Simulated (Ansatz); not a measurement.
# BrF (bromine fluoride): the vertical ionisation energy from total energies

BrF has 2 atoms, charge 0, and is taken as a singlet. As SMILES, `FBr`. The coordinates come from a GFN2-xTB relaxation.

```xyz
2

F     0.0000    0.0000    0.0000
Br    0.0000    0.0000    1.7999
```

Both states at this one shape; open shells run unrestricted unless said. 1 Eh = 27.2114 eV.

| level | program | singlet BrF (Eh) | doublet BrF+ (Eh) |
| --- | --- | --- | --- |
| PBE0/STO-3G | Ansatz | -2644.031079 | -2643.694079 |
| CAM-B3LYP/STO-3G | Ansatz | -2644.362320 | -2644.024213 |
| HSE06/STO-3G | Ansatz | -2644.028422 | -2643.692014 |
| B2PLYP/STO-3G, 10 core orbitals frozen | Ansatz | -2643.898510 | -2643.571763 |

Question: Work out the vertical ionisation energy at each level.

Answer: 
1. PBE0/STO-3G: -2643.694079 − (-2644.031079) = 0.337000 Eh = 9.17 eV.
2. CAM-B3LYP/STO-3G: -2644.024213 − (-2644.362320) = 0.338107 Eh = 9.20 eV.
3. HSE06/STO-3G: -2643.692014 − (-2644.028422) = 0.336408 Eh = 9.15 eV.
4. B2PLYP/STO-3G: -2643.571763 − (-2643.898510) = 0.326747 Eh = 8.89 eV.

No measured value is set beside it here; the levels span 8.89 to 9.20 eV. Spin-orbit coupling, which splits open shells on such heavy atoms by tenths of an eV, is left out. Minimal sets are far from the basis-set limit. All-electron rows are non-relativistic unless named.
